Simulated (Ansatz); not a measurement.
Vertical ionisation energy (eV) of eight silicon and germanium compounds: PBE beside CAM-B3LYP, computed with Ansatz (a first-principles code) for isolated molecules in the bases named; differences from unrounded values. The eight are the first of their class met in an unordered collection, after screening for sound electronic states; none was chosen by its value. Functionals give these values as differences of separate SCF runs (ΔSCF), EOM-CCSD as a root; each molecule has one DFT geometry for both levels.

```tsv
molecule	basis	CAM-B3LYP	PBE	difference
C4H7FSi, SMILES F[C@]1([SiH3])C=CC1	def2-SVPD	9.78	9.44	-0.34
CH₇ClOSi₂, SMILES C[SiH2][Si@@H](O)Cl	def2-TZVPD	10.01	9.45	-0.56
CH6FNOSi2, SMILES F[Si@H]1N[SiH2]CO1	def2-SVPD	10.10	9.40	-0.70
C₂H₉NOSi₂, SMILES C=CO[SiH2]N[SiH3]	def2-SVPD	9.02	8.53	-0.49
C2H4FNOSi, SMILES O=C/N=C/[SiH2]F	def2-SVPD	10.17	9.53	-0.63
C2H12OSi3, SMILES CCO[SiH2][SiH2][SiH3]	def2-SVPD	9.42	8.85	-0.57
ClH3OS2Si, SMILES O[Si](S)(S)Cl	def2-SVPD	10.14	9.45	-0.69
Se(SH)(GeH3) (GeH4SSe), SMILES S[Se][GeH3]	def2-SVPD	9.14	8.87	-0.26
```

PBE lies below CAM-B3LYP in 8 and above it in 0 of the eight; the mean signed difference is -0.53 and the largest -0.70 eV.
